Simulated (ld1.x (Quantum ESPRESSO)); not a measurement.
## Li: one change to a TM potential, before and after

```json
{
 "Element": "lithium",
 "Generator": "ld1.x (Quantum ESPRESSO) 7.5",
 "Type": "norm-conserving Troullier–Martins (Kleinman–Bylander form)",
 "Functional": "PBE",
 "Relativity": "non-relativistic",
 "Frozen core": "[He]",
 "Valence charge": "1",
 "Reference configuration": "2s1 2p0",
 "Partial waves": "2p (bound, empty): rc 4.20 bohr; 2s (bound): rc 3.35 bohr",
 "Local potential": "the s channel",
 "Core correction": "none"
}
```

Change: wave 2s (bound): rc 3.35 bohr becomes 2s (bound): rc 2.86 bohr.

Cutoffs: the cutoffs (Ry, on a coarse ladder) from which the occupation-weighted sum of valence levels, in a spherical-Bessel basis at the reference potential, stays within 10 and 1 mRy of its value at 400 Ry; they do not see the model core or the augmentation charge, which bear on the density cutoff. Errors are all-electron minus pseudo energies relative to the spin-unpolarised reference configuration.

What does the change do?

Both files are so soft that the ladder of cutoffs tells neither apart; neither file shows a bound ghost.

| quantity | base | changed |
| --- | --- | --- |
| cutoff, loose | 6 Ry | 6 Ry |
| cutoff, tight | 6 Ry | 6 Ry |
| bound ghosts | none | none |
| error for 2s0.5 2p0, meV [ΔE 2.05 eV] | +4.6 | +4.9 |
| error for 2s0 2p1, meV [ΔE 1.79 eV] | -0.3 | -0.6 |
| s: phases at 4.57 bohr within 0.05 rad from the reference energy up to (Ry; the scan ends near 5) | 0.6 | 0.7 |
| p: phases at 4.57 bohr within 0.05 rad from the reference energy up to (Ry; the scan ends near 5) | 0.7 | 0.7 |
